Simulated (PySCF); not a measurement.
**Electron correlation in Fe⁻ (iron, charge -1)**

[Ar] 3d7 4s2, high-spin 4F determinant. Calculation: PySCF 2.14, in x2c-QZVPPall with one added diffuse shell each of s, p, d, f, g type (12s8p6d5f3g, 128 functions); scalar relativity by spin-free X2C-1e. Frozen: [Ar]; 9 electrons correlated.

MP2 pair energies summed by pair of shells (mhartree):

```csv
pair,energy,share (%)
3d-3d,-221.47,83.0
3d-4s,-30.97,11.6
4s-4s,-14.41,5.4
```

Total MP2 correlation energy: -266.85 mhartree.

Same-spin part -107.63 and opposite-spin part -159.22 mhartree; SCS-MP2 scales them by 1/3 and 6/5 to -226.94 mhartree.

The Hartree-Fock reference does not bind the outermost electron (its level is positive or very diffuse), so these energies belong to a reference that the basis holds together.
